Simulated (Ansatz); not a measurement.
`F[SiH]([SiH3])I` + H₂S → `F[SiH](S)I` + SiH₄ at 600 K and 1 bar (cleavage of the Si–Si bond).

Computed with Ansatz on PBE0-D4/def2-TZVP structures; ΔE is electronic, products minus reactants. CBS: MP2 limit from def2 TZ/QZ plus the TZ coupled-cluster correction, frozen cores. This one scheme is used for every species. Elements past krypton have def2 core potentials. For I outer-core shells are correlated without core-valence functions, which leaves a few kJ/mol of doubt a bond. Each species was taken in one conformer, which may not be the lowest.

```csv
species,CCSD(T)/CBS energy (Eh),H − E (kJ/mol),S (J/(mol·K))
`F[SiH]([SiH3])I`,-977.89058,155.9,447.5
H₂S,-398.97279,60.8,230.9
`F[SiH](S)I`,-1085.42501,107.1,412.7
SiH₄,-291.46306,108.7,242.3
```

H − E and S are ideal-gas, rigid-rotor, harmonic terms from PBE0-D4/def2-TZVP, for one conformer and one mirror image of each species. 1 Eh = 2625.50 kJ/mol, R = 8.31446 J/(mol·K).

Question: By hand: ΔE, ΔH, ΔS and ΔG.

Answer: ΔE = (-1085.42501) + (-291.46306) − (-977.89058) − (-398.97279) = -0.02470 Eh = -64.8 kJ/mol. Δ(H − E) = 107.1 + 108.7 − 155.9 − 60.8 = -0.9, so ΔH = -65.7 kJ/mol. ΔS = 412.7 + 242.3 − 447.5 − 230.9 = -23.4 J/(mol·K). ΔG = -65.7 − 600 × (-23.4)/1000 = -51.7 kJ/mol.

Question: By hand: the equilibrium constant, and the temperature at which ΔG would vanish if ΔH and ΔS stayed fixed.

Answer: log₁₀ K = −ΔG/(RT ln 10) = 4.5. ΔG = 0 at ΔH/ΔS = 2808 K, far beyond where these terms or the molecules hold.

ΔH outweighs TΔS. A doubt of 5 kJ/mol in ΔE shifts log₁₀ K by 0.4 here. Other conformers and mirror images would add mixing entropy, several J/(mol·K) or more a flexible species. These are equilibria of isolated gas molecules and say nothing of rates. Largest T1 diagnostic: 0.011 (customary marks: 0.02 for closed shells, 0.045 for open ones).
